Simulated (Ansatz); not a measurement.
Consider the ligand exchange at the In–O bond: `[OH][In]([Br])[Br]` + HCl → `[Cl][In]([Br])[Br]` + H₂O.

Computed with Ansatz on PBE0-D4/def2-TZVP structures; ΔE is electronic, products minus reactants. CCSD(T)/CBS adds triple-zeta CCSD(T) − MP2 to the extrapolated MP2 energy (def2 sets, frozen cores). This one scheme is used for every species. Functionals use def2-TZVPP. B3LYP here is the variant with VWN-RPA as its local correlation; programs differ in this. HSE06 is defined as in plane-wave codes. def2 core potentials past Kr. For Br, In outer-core shells are correlated without core-valence functions, which leaves a few kJ/mol of doubt a bond. Scalar relativity is left out up to krypton. One conformer a species, not always the lowest.

```csv
level,ΔE (kcal/mol),difference from CCSD(T)/CBS
B3LYP-D4,-20.1,-0.1
B2PLYP,-19.3,0.7
revPBE,-18.7,1.3
r2SCANh,-20.4,-0.4
HSE06,-21.0,-1.0
RPA@PBE/def2-TZVPP,-17.8,2.2
MP2/def2-SVP,-19.7,0.3
MP2/def2-TZVPP,-19.8,0.2
CCSD/def2-TZVPP,-19.8,0.2
MP2/CBS(def2),-20.5,-0.5
CCSD(T)/CBS,-20.0,0
```

Q: What do rigid-rotor, harmonic-oscillator terms from PBE0-D4/def2-TZVP frequencies (298.15 K, 1 bar) make of the CCSD(T)/CBS value? (Best estimate.)

A: Ansatz gave: ΔZPE = +1.6 kcal/mol, ΔH = -18.2 kcal/mol, ΔS = 0 J/(mol·K), ΔG = -18.2 kcal/mol.

Largest T1 diagnostic among the species: 0.012.

In def2-TZVPP, CCSD(T) changes the Hartree–Fock value by +4.4 kcal/mol (the triples alone add +0.6 kcal/mol) and MP2 by +3.9 kcal/mol. From PBE to PBE0 (25 % exact exchange), in def2-TZVPP and without D4, ΔE moves by −2.2 kcal/mol. Leaving LDA and LC-ωPBE aside and taking each functional with its dispersion term where it has one, the values, not all of them listed here, spread over 4.1 kcal/mol, from BHLYP-D4 to BLYP-D4.
